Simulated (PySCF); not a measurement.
# Working out the ionisation energy of S⁺

S⁺ [Ne] 3s2 3p3 (4S) → S²⁺ [Ne] 3s2 3p2 (3P). Calculation: PySCF 2.14, in aug-cc-pV(Q+d)Z with one added diffuse shell each of s, p, d, f, g type (8s7p6d4f3g, 114 functions); no relativity, point nucleus. Frozen: [Ne]. Energies in hartree (1 hartree = 27.21139 eV):

```csv
part,S⁺ (lower),S²⁺ (upper)
UHF,-397.173222,-396.338121
MP2 opposite-spin,-0.071508,-0.060824
MP2 same-spin,-0.025412,-0.011719
```

**Question.** What does Hartree-Fock give?

**Answer.** (-396.338121) − (-397.173222) = 0.835101 hartree = 22.724 eV.

**Question.** What do MP2 and SCS-MP2 (6/5 opposite-spin, 1/3 same-spin) give?

**Answer.** The opposite-spin parts differ by 0.291 eV and the same-spin parts by 0.373 eV. MP2: 22.724 + (0.291) + (0.373) = 23.388 eV. SCS-MP2: 22.724 + 1.2 × (0.291) + (0.373)/3 = 23.198 eV.

A first-order spin-orbit estimate adds -0.061 eV to MP2 (valence), giving 23.327 eV against 23.338 eV (measured; NIST Atomic Spectra Database, ionization energies).

What remains against the reference includes basis incompleteness, the frozen core and correlation beyond second order.
